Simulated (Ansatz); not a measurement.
`O[SiH]1C=C1S` → `O=CC([SiH3])=S`  (isomerisation)

Gas-phase electronic energies from Ansatz, PBE0-D4/def2-TZVP geometries. CCSD(T)/CBS is the MP2 limit (def2-TZVPP, def2-QZVPP) plus CCSD(T) − MP2 in def2-TZVPP, frozen cores. DFT in def2-TZVPP. B3LYP here is the variant with VWN-RPA as its local correlation; programs differ in this. Each species was taken in one conformer, which may not be the lowest.

```tsv
level	ΔE (kJ/mol)
B3LYP	98.6
MP2/CBS(def2)	128.9
```

Problem. What does CCSD(T)/CBS give? (An estimate is asked.)

Solution. Ansatz gave: +110.3 kJ/mol. The listed levels differ from it by -11.7, 18.6 kJ/mol.

Largest T1 diagnostic among the species: 0.016.

From PBE to PBE0 (25 % exact exchange), in def2-TZVPP and without D4, ΔE moves by +14.3 kJ/mol.
